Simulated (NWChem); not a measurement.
System: C$_{3}$H$_{3}$Cl; SMILES C=C=CCl

NWChem input:

```
start job
memory heap 200 mb stack 900 mb global 1100 mb
geometry units angstroms noautosym nocenter noautoz
  C      0.367344     2.310989     0.000000
  C     -0.162755     1.116334     0.000000
  C     -0.711296    -0.070776     0.000000
  Cl     0.205293    -1.544373     0.000000
  H      0.598269     2.831072    -0.936595
  H      0.598269     2.831072     0.936595
  H     -1.794637    -0.220294     0.000000
end
basis spherical
  C library 6-31g*
  Cl library 6-31g*
  H library 6-31g*
end
dft
  xc b3lyp
  iterations 150
end
cosmo
  do_cosmo_smd true
  solvent ether
end
task dft energy
```

Coordinates come from a PBE0/def2-SVP optimisation. Solvent: diethyl ether.

Level: B3LYP/6-31G* with SMD (1 M gas to 1 M solution), gas-phase geometry.

### Question
Give the results of this calculation. (B3LYP/6-31G* (spherical d), SMD on the gas-phase geometry.) Quantities: solvation free energy (kcal/mol); cavity-dispersion-structure term (kcal/mol); dipole in solution (D).

### Answer
The solvation free energy (kcal/mol) is -3.4 and the cavity-dispersion-structure term (kcal/mol) comes out as -1.0. The dipole in solution (D) comes out as 2.24.
